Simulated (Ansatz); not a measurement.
System (SMILES): [B]=O (B-O), doublet.
Atoms: B1, O2. Bonds: B1-O2.

Basis-set convergence of the highest harmonic wavenumber at MP2 with Ansatz (a quantum-chemistry and plane-wave program). Each level at its own minimum, finite differences of forces, unscaled; the reference is a large set that could be run, not a limit. Cartesian d functions, on some or all atoms, in 6-31G*; all else is spherical. Cores are frozen. Open shells are unrestricted. No added dispersion term, no relativity. Reference: the value in aug-cc-pVQZ, 1923 cm⁻¹, itself unsure by roughly 8 cm⁻¹ (its mean distance from def2-QZVPP, cc-pVQZ, aug-cc-pVTZ). Deviations are taken from unrounded values.

| basis | functions | highest harmonic wavenumber (cm⁻¹) | minus reference (cm⁻¹) |
|---|---|---|---|
| cc-pVDZ | 28 | 1913 | -10 |
| 6-31G* | 30 | 1942 | 19 |
| 6-311G** | 36 | 1944 | 21 |
| 6-311+G** | 44 | 1920 | -3 |
| aug-cc-pVDZ | 46 | 1861 | -61 |
| pcseg-2 | 60 | 1917 | -6 |
| def2-TZVPP | 62 | 1916 | -7 |
| def2-TZVPPD | 77 | 1910 | -13 |
| 6-311++G(3df,3pd) | 78 | 1926 | 3 |
| jun-cc-pV(T+d)Z | 78 | 1912 | -11 |
| aug-cc-pVTZ | 92 | 1908 | -15 |
| cc-pVQZ | 110 | 1928 | 5 |
| def2-QZVPP | 114 | 1926 | 4 |
